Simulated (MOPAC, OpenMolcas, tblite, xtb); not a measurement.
## A ladder of methods for SiH2Br2 (dibromosilane)

SiH2Br2 has 5 atoms, charge 0, and is taken as a singlet. SMILES: `Br[SiH2]Br`. The coordinates come from a GFN2-xTB relaxation.

Quantity: the dipole moment, in D. The values are calculated.

```
                          level             kind     program  value (D)
                           MNDO   semi-empirical       MOPAC       3.36
                      IPEA1-xTB   semi-empirical      tblite       1.97
                       GFN2-xTB   semi-empirical         xtb       4.96
                       GFN0-xTB   semi-empirical         xtb       2.02
           HF/ANO-RCC-MB (DKH2)     Hartree–Fock  OpenMolcas       2.14
                   MN15/cc-pVDZ  hybrid meta-GGA  OpenMolcas       1.40
               MN15/aug-cc-pVDZ  hybrid meta-GGA  OpenMolcas       1.39
                   MN15/cc-pVTZ  hybrid meta-GGA  OpenMolcas       1.35
MN15/aug-cc-pVTZ (RICD fitting)  hybrid meta-GGA  OpenMolcas       1.35
```

All-electron rows without a relativistic Hamiltonian named are non-relativistic. The values span 1.35 to 4.96 D.
